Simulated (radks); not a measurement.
Numerical settings for the lead ion Pb2+, [Hg]. All-electron calculation, scalar-relativistic Kohn-Sham, PBE, spin-polarised, spherical densities, point nucleus. Program: a radial shooting solver on a logarithmic mesh with Libxc functionals. The defaults (mesh step 0.008 in ln r, mesh end at 40 bohr or more with all orbitals vanishing there, Anderson mixing 0.5 over 9 steps, residual threshold near 1e-9 with the energy settled to 1e-9 hartree or 1e-11 of itself, here a cap of 84 iterations) give E = -20881.172 hartree and 6s at -27.443 eV in 14 iterations. Run on one thread of a shared host, so times are rough (Intel(R) Xeon(R) 6975P-C): 0.26 s of CPU time, 0.26 s wall, 14 iterations on 2587 mesh points. Changes against that run (0 stands for a change within the tolerance of the run):

setting,iterations,converged,E (mhartree),e(6s) (meV),CPU (s)
mesh step in ln r 0.08,3,no,diverged,-,0.07
mesh step in ln r 0.03,14,yes,+0.00135,0,0.08
mesh step in ln r 0.003,14,yes,0,0,0.66
mesh end (bohr) 20,14,yes,0,0,0.25
mesh end (bohr) 1,14,level above zero,+2.87e+05,+1.16e+06,0.22
residual threshold 0.01,11,yes,0,-0.0633,0.23
residual threshold 1e-16,84,no,0,0,0.66
mixing 2.5,15,yes,0,0,0.29
"linear mixing, mixing 0.8",84,no,0,+0.0101,1.5
"linear mixing, mixing 1",84,no,+1.25e+06,+1.93e+04,3.9
mixing history 20,22,yes,0,0,0.36
iteration cap 3,3,no,-84.1,-1.58e+03,0.08

Settled on a wrong energy, with an occupied level pushed above zero by the early mesh end: mesh end (bohr) 1 (+287 hartree). Apart from these: no run marked as converged misses the energy by more than 1 mhartree. A mesh that ends early acts as a hard wall.
